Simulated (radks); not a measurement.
Problem. Isoelectronic series with 7 electrons, all held in the configuration [He] 2s2 2p3, which need not be the ground one along the series. All-electron calculation, non-relativistic Kohn-Sham, LDA (Slater exchange, Perdew-Wang correlation), spin-polarised, spherical densities, point nucleus; open shells are filled with parallel spins first. Program: a radial shooting solver on a logarithmic mesh with Libxc functionals. Total energies (hartree) and mean radii <r> (bohr) (* marks an orbital that is empty in some or all of the ions):

| ion | E (hartree) | 2p down* | 2p up | 2s down | 2s up |
|---|---|---|---|---|---|
| N | -54.13439 | 1.679 | 1.429 | 1.383 | 1.314 |
| F2+ | -97.15550 | 0.9319 | 0.8804 | 0.9440 | 0.9146 |
| Ne3+ | -123.55307 | 0.7771 | 0.7439 | 0.8144 | 0.7932 |
| Mg5+ | -186.10749 | 0.5871 | 0.5698 | 0.6393 | 0.6267 |
| Al6+ | -222.26217 | 0.5240 | 0.5106 | 0.5773 | 0.5673 |
| Si7+ | -261.66773 | 0.4733 | 0.4626 | 0.5264 | 0.5181 |
| P8+ | -304.32386 | 0.4318 | 0.4230 | 0.4838 | 0.4768 |
| S9+ | -350.23036 | 0.3970 | 0.3897 | 0.4475 | 0.4416 |
| Cl10+ | -399.38707 | 0.3675 | 0.3613 | 0.4164 | 0.4113 |
| Ar11+ | -451.79391 | 0.3421 | 0.3368 | 0.3893 | 0.3849 |
| K12+ | -507.45080 | 0.3200 | 0.3154 | 0.3655 | 0.3616 |

Estimate the row of O+.

Solution. E (hartree) -74.01407; 2p down* 1.177; 2p up 1.083; 2s down 1.123; 2s up 1.080.
